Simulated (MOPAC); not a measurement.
Input for MOPAC: AM1 on isopropylamine (SMILES CC(C)N), a point of a torsion scan.

```
AM1 1SCF PRECISE CHARGE=0 THREADS=1
C3H9N

C     -0.58329484 1     1.26864338 1     0.24929843 1
C     -0.05030496 1    -0.04681129 1    -0.32066406 1
C      0.18250268 1     0.06455742 1    -1.82398019 1
N      1.21231289 1    -0.36889146 1     0.33341389 1
H     -0.07250333 1     2.11057992 1    -0.20957305 1
H     -0.43692607 1     1.30814389 1     1.32512143 1
H     -1.64646163 1     1.36482536 1     0.03954361 1
H     -0.81184409 1    -0.83328772 1    -0.14391185 1
H      0.48218712 1    -0.89569917 1    -2.23900379 1
H      0.97230703 1     0.78585048 1    -2.01630652 1
H     -0.72672313 1     0.38952375 1    -2.32292531 1
H      1.60647336 1    -1.21833234 1    -0.05600021 1
H      1.07124093 1    -0.51571580 1     1.32666476 1
```

Output:

```
*******************************************************************************
 **                                                                           **
 **                              MOPAC v23.2.5                                **
 **                                                                           **
 *******************************************************************************
 ** MOPAC's Digital Object Identifier: https://doi.org/10.5281/zenodo.6511958 **
 **                                                                           **
 ** Please cite the open-source release paper for use of this MOPAC version:  **
 ** J. E. Moussa and J. J. P. Stewart (2026)                                  **
 ** MOPAC: An open-source semiempirical molecular orbital program             **
 ** J. Open Source Softw., 11(119), 8025, https://doi.org/10.21105/joss.08025 **
 *******************************************************************************

                              AM1 CALCULATION RESULTS

 *******************************************************************************
 *  AM1        - The AM1 Hamiltonian to be used
 *
 *
 *
 *                 CHARGE ON SYSTEM = 0
 *
 *
 *
 *  PRECISE    - TIGHTER CRITERIA TO BE USED
 *  1SCF       - DO 1 SCF AND THEN STOP
 *  THREADS=1  - MULTI-THREADING NOT USED
 *  T=         - A TIME OF 172800.0 SECONDS REQUESTED
 *  DUMP=N     - RESTART FILE WRITTEN EVERY 7200.0 SECONDS REQUESTED
 *******************************************************************************
AM1 1SCF PRECISE CHARGE=0 THREADS=1
 C3H9N

   ATOM   CHEMICAL          X               Y               Z
  NUMBER   SYMBOL      (ANGSTROMS)     (ANGSTROMS)     (ANGSTROMS)

     1       C         -0.58329484  *   1.26864338  *   0.24929843  *
     2       C         -0.05030496  *  -0.04681129  *  -0.32066406  *
     3       C          0.18250268  *   0.06455742  *  -1.82398019  *
     4       N          1.21231289  *  -0.36889146  *   0.33341389  *
     5       H         -0.07250333  *   2.11057992  *  -0.20957305  *
     6       H         -0.43692607  *   1.30814389  *   1.32512143  *
     7       H         -1.64646163  *   1.36482536  *   0.03954361  *
     8       H         -0.81184409  *  -0.83328772  *  -0.14391185  *
     9       H          0.48218712  *  -0.89569917  *  -2.23900379  *
    10       H          0.97230703  *   0.78585048  *  -2.01630652  *
    11       H         -0.72672313  *   0.38952375  *  -2.32292531  *
    12       H          1.60647336  *  -1.21833234  *  -0.05600021  *
    13       H          1.07124093  *  -0.51571580  *   1.32666476  *



          CARTESIAN COORDINATES

    NO.       ATOM           X           Y           Z

     1         C         -0.5833      1.2686      0.2493
     2         C         -0.0503     -0.0468     -0.3207
     3         C          0.1825      0.0646     -1.8240
     4         N          1.2123     -0.3689      0.3334
     5         H         -0.0725      2.1106     -0.2096
     6         H         -0.4369      1.3081      1.3251
     7         H         -1.6465      1.3648      0.0395
     8         H         -0.8118     -0.8333     -0.1439
     9         H          0.4822     -0.8957     -2.2390
    10         H          0.9723      0.7859     -2.0163
    11         H         -0.7267      0.3895     -2.3229
    12         H          1.6065     -1.2183     -0.0560
    13         H          1.0712     -0.5157      1.3267

  H: (AM1): M.J.S. DEWAR ET AL, J. AM. CHEM. SOC. 107 3902-3909 (1985)
  C: (AM1): M.J.S. DEWAR ET AL, J. AM. CHEM. SOC. 107 3902-3909 (1985)
  N: (AM1): M.J.S. DEWAR ET AL, J. AM. CHEM. SOC. 107 3902-3909 (1985)

           Empirical Formula: C3 H9 N  =    13 atoms



      MOLECULAR POINT GROUP   :   C1


      RHF CALCULATION, NO. OF DOUBLY OCCUPIED LEVELS = 13


 -------------------------------------------------------------------------------
 AM1 1SCF PRECISE CHARGE=0 THREADS=1
 C3H9N



     1SCF WAS SPECIFIED, SO BFGS WAS NOT USED
     SCF FIELD WAS ACHIEVED


                              AM1 CALCULATION
                                                       MOPAC v23.2.5 Linux




          FINAL HEAT OF FORMATION =        -13.69903 KCAL/MOL =     -57.31674 KJ/MOL


          COSMO AREA              =        110.20 SQUARE ANGSTROMS
          COSMO VOLUME            =         96.10 CUBIC ANGSTROMS

          IONIZATION POTENTIAL    =          9.747541 EV
          HOMO LUMO ENERGIES (EV) =         -9.748  3.557
          NO. OF FILLED LEVELS    =         13
          MOLECULAR WEIGHT        =         59.1108         POINT GROUP:  C1

          MOLECULAR DIMENSIONS (Angstroms)

            Atom       Atom       Distance
            H     9    H     6     4.29007
            H    12    H     7     3.58324
            H    10    H     8     2.84003


          SCF CALCULATIONS        =          1





   ATOM   CHEMICAL          X               Y               Z
  NUMBER   SYMBOL      (ANGSTROMS)     (ANGSTROMS)     (ANGSTROMS)

     1       C         -0.58329484  *   1.26864338  *   0.24929843  *
     2       C         -0.05030496  *  -0.04681129  *  -0.32066406  *
     3       C          0.18250268  *   0.06455742  *  -1.82398019  *
     4       N          1.21231289  *  -0.36889146  *   0.33341389  *
     5       H         -0.07250333  *   2.11057992  *  -0.20957305  *
     6       H         -0.43692607  *   1.30814389  *   1.32512143  *
     7       H         -1.64646163  *   1.36482536  *   0.03954361  *
     8       H         -0.81184409  *  -0.83328772  *  -0.14391185  *
     9       H          0.48218712  *  -0.89569917  *  -2.23900379  *
    10       H          0.97230703  *   0.78585048  *  -2.01630652  *
    11       H         -0.72672313  *   0.38952375  *  -2.32292531  *
    12       H          1.60647336  *  -1.21833234  *  -0.05600021  *
    13       H          1.07124093  *  -0.51571580  *   1.32666476  *

                             CARTESIAN COORDINATES

   1    C       -0.583294840     1.268643380     0.249298430
   2    C       -0.050304960    -0.046811290    -0.320664060
   3    C        0.182502680     0.064557420    -1.823980190
   4    N        1.212312890    -0.368891460     0.333413890
   5    H       -0.072503330     2.110579920    -0.209573050
   6    H       -0.436926070     1.308143890     1.325121430
   7    H       -1.646461630     1.364825360     0.039543610
   8    H       -0.811844090    -0.833287720    -0.143911850
   9    H        0.482187120    -0.895699170    -2.239003790
  10    H        0.972307030     0.785850480    -2.016306520
  11    H       -0.726723130     0.389523750    -2.322925310
  12    H        1.606473360    -1.218332340    -0.056000210
  13    H        1.071240930    -0.515715800     1.326664760


           Empirical Formula: C3 H9 N  =    13 atoms



      MOLECULAR POINT GROUP   :   C1


                  EIGENVALUES
 -37.37975 -30.41049 -28.22992 -21.39712 -16.71109 -16.50368 -15.11254 -13.29199
 -13.01003 -12.71547 -12.30988 -12.02361  -9.74754   3.55716   3.99091   4.08561
   4.35652   4.71974   4.89519   4.97884   4.99155   5.29913   5.36343   6.16825
   6.23884


              NET ATOMIC CHARGES AND DIPOLE CONTRIBUTIONS

  ATOM NO.   TYPE          CHARGE      No. of ELECS.   s-Pop       p-Pop
    1          C          -0.203206        4.2032     1.21624     2.98697
    2          C          -0.030332        4.0303     1.21258     2.81775
    3          C          -0.207407        4.2074     1.21618     2.99123
    4          N          -0.344513        5.3445     1.60237     3.74215
    5          H           0.083288        0.9167     0.91671
    6          H           0.075389        0.9246     0.92461
    7          H           0.068885        0.9311     0.93112
    8          H           0.048065        0.9519     0.95193
    9          H           0.068465        0.9315     0.93154
   10          H           0.088561        0.9114     0.91144
   11          H           0.074888        0.9251     0.92511
   12          H           0.138802        0.8612     0.86120
   13          H           0.139116        0.8609     0.86088
 DIPOLE           X         Y         Z       TOTAL
 POINT-CHG.    -0.433    -0.085    -0.136     0.462
 HYBRID        -0.553    -0.942     0.262     1.123
 SUM           -0.986    -1.027     0.127     1.430


          ATOMIC ORBITAL ELECTRON POPULATIONS

     Atom    s        px        py        pz
    1  C   1.21624   1.00263   0.97254   1.01179
    2  C   1.21258   0.90150   0.96966   0.94659
    3  C   1.21618   1.02382   1.02437   0.94304
    4  N   1.60237   1.25913   1.40846   1.07456
    5  H   0.91671
    6  H   0.92461
    7  H   0.93112
    8  H   0.95193
    9  H   0.93154
   10  H   0.91144
   11  H   0.92511
   12  H   0.86120
   13  H   0.86088

 **********************
 *                    *
 * JOB ENDED NORMALLY *
 *                    *
 **********************




 == MOPAC DONE ==
```

The run finished.

Cost: around 0.020 core-seconds (rough).
